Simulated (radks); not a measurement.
The numbers below are computed, except where a source is named.
Q: Ar7+, 11 electrons, occupied as [Ne] 3s1. Code: a radial shooting solver on a logarithmic mesh with Libxc functionals. Model: non-relativistic Kohn-Sham, PBE, spin-unpolarised, spherical densities, point nucleus. Some entries of the table are withheld. Estimate them.

orbital,occ.,eigenvalue (eV),<1/r> (bohr^-1)
1s,2,-3252.913,17.55
2s,2,(1),3.557
2p,6,(2),(3)
3s,1,(4),1.222
3p,0,(5),1.153
4s,0,-63.8427,(6)

A: 
(1) 2s eigenvalue (eV): -432.4935
(2) 2p eigenvalue (eV): -368.5087
(3) 2p <1/r> (bohr^-1): 3.480
(4) 3s eigenvalue (eV): -133.8310
(5) 3p eigenvalue (eV): -117.0258
(6) 4s <1/r> (bohr^-1): 0.6202
